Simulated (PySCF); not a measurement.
A species of formula C5H5FO has this rotational fingerprint, computed with PBE0-D3(BJ)/def2-SVP geometry optimisation, gas phase (PySCF):

* Rotational constants: A = 5072, B = 2611, C = 1909 MHz
* Dipole components: |μa| = 1.33 D, |μb| = 0.00 D, |μc| = 1.18 D
* Inertial defect: -28.48 u·Å²
* κ: -0.56

Question: Which structure is it? (One computed conformer of each.)
A. `FC1C=COC=C1`
B. `[O:1]=[C:2]1[CH:3]=[CH:4][CH2:5][C@@H:6]1[F:7]` with O1–C2–C3–C4 -170°, C3–C4–C5–C6 -11°, C4–C5–C6–F7 138°, O1–C2–C6–C5 164°
C. `[CH3:1][C:2](=[C:3]=[CH:4][F:5])[CH:6]=[O:7]` with C1–C2–C6–O7 -1°

Answer: A. It is FC1C=COC=C1, an asymmetric top, point group Cs. The candidates at the same level (rigid rotor, commonest isotopes):

| SMILES | A (MHz) | B (MHz) | C (MHz) | μa (D) | μb (D) | μc (D) | Δ (u·Å²) | point group | rotor |
| --- | --- | --- | --- | --- | --- | --- | --- | --- | --- |
| FC1C=COC=C1 | 5072 | 2611 | 1909 | 1.33 | 0.00 | 1.18 | -28.48 | Cs | asymmetric top |
| O=C1C=CC[C@@H]1F | 3704 | 3250 | 1819 | 3.67 | 2.20 | 0.76 | -14.18 | C1 | asymmetric top |
| CC(=C=CF)C=O | 6001 | 1272 | 1106 | 1.40 | 0.90 | 1.25 | -24.36 | C1 | near-prolate asymmetric top |

`CC(=C=CF)C=O` has B 51 % too low; `O=C1C=CC[C@@H]1F` has A 27 % too low. In the right answer the mirror of this Cs structure is the ac plane, so μb vanishes by symmetry. No structure here is proved a minimum.
